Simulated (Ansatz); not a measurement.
The molecule I2, closed-shell singlet (the spin of the measured ground state). No spin–orbit coupling.

Constants: fifth-degree fit in 1/R to seven points, most abundant isotopes. Runs in def2 and cc sets follow the lowest solution found near the PBE0 minimum. The singlet is held restricted.

Correlated levels freeze the inner cores; with def2 sets outer-core shells near the valence are correlated too. CBS: X⁻³ extrapolation of the correlation energy, Hartree–Fock from the larger set.

The values were computed with Ansatz (a program for electronic structure) with Gaussian orbitals. Values without a source in brackets are computed. In def2 rows elements past Kr take small-core potentials, without spin–orbit coupling.

Quantity: ω_e, from seven points a level.

Costs are ratios of core time to PBE/def2-TZVPP (roughly 8 s), for whole runs (searches for the state included, and forces where a run took them) on one shared machine, so rough; each error counts from the measured 214.5 cm⁻¹ [Huber and Herzberg (1979), NIST Chemistry WebBook].

```csv
level,basis functions,cost,error (cm⁻¹)
PBE/def2-TZVPP,100,×1,-2
B3LYP/def2-TZVPP,100,×2,-3
PBE0/def2-TZVPP,100,×2,12
r2SCAN/def2-TZVPP,100,×2,4
CAM-B3LYP/def2-TZVPP,100,×2,10
B97M-V/def2-TZVPP,100,×3,0
B2PLYP/def2-TZVPP,100,×3,4
wB97X-V/def2-TZVPP,100,×3,21
wB97M-V/def2-TZVPP,100,×4,18
CCSD(T)/def2-TZVPP,100,×10,-1
CCSD(T)/def2-QZVPP,164,×30,11
"CCSD(T)/CBS(def2-TZVPP, def2-QZVPP)",-,×40,16
```

The cheapest listed level whose error stays within 2 cm⁻¹: PBE/def2-TZVPP (-2 cm⁻¹, cost ×1).

What the step from CCSD(T)/def2-TZVPP to CCSD(T)/def2-QZVPP costs and buys: 100 to 164 functions, cost ×3 (rough); the error goes from -1 to 11 cm⁻¹.
